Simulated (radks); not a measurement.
Tl LXXVI, 6 electrons, occupied as [He] 2s2 2p2. Method: non-relativistic Kohn-Sham, LDA (Slater exchange, Perdew-Wang correlation), spin-unpolarised, spherical densities, point nucleus; relativity is left out, which matters for an element this heavy; computed with a radial shooting solver on a logarithmic mesh with Libxc functionals.

Unscreened Slater integrals over Kohn-Sham orbitals (hartree). Empty in this configuration: 3s.

integral,value
"F0(2p,2p)",14.219
"F2(2p,2p)",6.8595
"F0(2p,2s)",12.753
"G1(2p,2s)",7.0009
"F0(2p,1s)",19.074
"G1(2p,1s)",3.8775
"F0(2p,3s)",6.7476
"G1(2p,3s)",0.72884
"F0(2s,2s)",11.863
"F0(2s,1s)",16.567
"G0(2s,1s)",1.6986
"F0(2s,3s)",6.5530
"G0(2s,3s)",0.57678
"F0(1s,1s)",50.284
"F0(1s,3s)",7.7313
"G0(1s,3s)",0.43537
"F0(3s,3s)",5.1632

Derived for the open shells (J is the average intra-shell exchange parameter used in DFT+U). 2p: J = F2/5 = 1.372 hartree.
